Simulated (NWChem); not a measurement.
Molecule: disulfane (H₂S₂); SMILES SS

All runs: NWChem. Geometry: optimised at PBE0/def2-SVP. Static field.

### Question
Predict the results for PBE/aug-cc-pVDZ. Quantities: isotropic polarisability (bohr³); anisotropy (bohr³).

### Answer
The isotropic polarisability (bohr³) is 44.5 and the anisotropy (bohr³) comes out as 19.0.
